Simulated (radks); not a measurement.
Values are calculated unless marked as measured or tabulated.
Problem. All-electron atom: W I in [Xe] 4f14 5d4 6s1 6p1 (not the ground configuration). Level of theory: Dirac Kohn-Sham, PBEsol, spin-unpolarised, spherical densities, finite nucleus; open shells fill j = l - 1/2 first; Fermi nuclear charge, rms radius 5.3658 fm (a radial shooting solver on a logarithmic mesh with Libxc functionals). Some entries of the table are withheld. Estimate them.

orbital  occ.  eigenvalue (eV)  <r> (bohr)
1s1/2       2        -69346.91         (1)
2s1/2       2        -11962.57     0.07697
2p1/2       2        -11443.22     0.06366
2p3/2       4        -10091.33     0.07162
3s1/2       2        -2755.238      0.2006
3p1/2       2        -2523.191         (2)
3p3/2       4        -2230.906         (3)
3d3/2       4        -1838.819      0.1797
3d5/2       6        -1775.230      0.1842
4s1/2       2        -568.5993      0.4496
4p1/2       2        -472.2821      0.4546
4p3/2       4        -404.4537      0.4880
4d3/2       4        -245.9564         (4)
4d5/2       6        -233.4572         (5)
5s1/2       2         -79.6907       1.069
5p1/2       2         -51.1631       1.178
5p3/2       4         -41.3370       1.283
4f5/2       6         -35.1413      0.6032
4f7/2       8         -32.9034      0.6130
6s1/2       1          -6.4740       3.132
5d3/2       4          -5.8410       1.998
5d5/2       0          -5.1028       2.091
6p1/2       1          -2.3165       4.256
6p3/2       0          -1.7760       4.751

Solution. 
(1) 1s1/2 <r> (bohr): 0.01835
(2) 3p1/2 <r> (bohr): 0.1906
(3) 3p3/2 <r> (bohr): 0.2054
(4) 4d3/2 <r> (bohr): 0.5049
(5) 4d5/2 <r> (bohr): 0.5163
